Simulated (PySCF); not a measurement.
## UHF on Pd²⁺ (palladium, charge +2)

Configuration: [Kr] 4d7 5s1, high-spin 5F determinant (an excited configuration). All numbers are calculated (PySCF 2.14, scalar relativity through the core potential, in def2-TZVPPD with the def2 core potential (28 electrons)).

```json
{
  "Total energy": "-125.932823 hartree",
  "One-electron energy": "-209.3243 hartree",
  "Hartree (Coulomb) energy": "94.6471 hartree",
  "Exchange energy": "-11.2556 hartree",
  "⟨S²⟩": "6.0039",
  "⟨L²⟩": "12.055",
  "Sum of ⟨r⟩": "20.16 bohr",
  "Sum of ⟨r²⟩": "31.61 bohr²"
}
```

| shell | electrons | mean orbital energy (eV) | spread (eV) | rms radius, mean of both spins (bohr) |
| --- | --- | --- | --- | --- |
| 4s α | 1 | -140.67 | 0 | 1.01 |
| 4s β | 1 | -133.91 | 0 | 1.01 |
| 4p α | 3 | -100.69 | 0 | 1.11 |
| 4p β | 3 | -92.668 | 0 | 1.11 |
| 4d α | 5 | -40.567 | 1.345 | 1.43 |
| 4d β | 2 | -37.512 | 0 | 1.43 |
| 5s α | 1 | -25.104 | 0 | 2.83 |

Energies and moments cover only the electrons outside the core potential.
